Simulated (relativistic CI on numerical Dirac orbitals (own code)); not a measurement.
Calculated at this level of theory: Dirac-Coulomb-Breit CI, separate exchange-only KLI orbitals for each configuration, model QED (radiative potential, 1s self-energy scaled to tabulated hydrogen-like ionisation energies), unscaled Slater integrals (own radial code, finite nucleus).

The strongest absorption lines from the ground level of an ion, among the configurations computed and to levels below about 9850 eV (vacuum wavelength in Å, gf): 1.7333 (0.73), 1.7339 (1.2), 1.7363 (0.9), 1.7384 (0.99), 1.7419 (1.3), 1.8941 (1.9), 1.9015 (2.1), 1.9022 (2.5).

Problem. Which ion is it?
A. Ce49+
B. Eu56+
C. Eu52+
D. Eu54+

Solution. D. Eu54+ has 9 electrons and the ground level 2s²2p⁵ ²P°3/2; the strongest line goes to 2s²2p⁴3d ²D5/2. The pattern of lines fixes the number of electrons, and along that sequence the line energies rise steadily with the charge (about as its square where n changes within one kind of shell, about linearly where n is kept but much faster in heavy ions where fine structure, which grows about as Z⁴, sets the gap, and irregularly where shells cross), which fixes Z. Configurations outside the model, such as inner-shell arrays, can give stronger lines. At this charge energies of transitions that change n are usually good to better than 1 %, and those within a shell (Δn = 0) to a few per cent.

LS names give the leading component of a level, which can be under half, so a name can repeat, a term be missing and a line seem to break the LS rules.
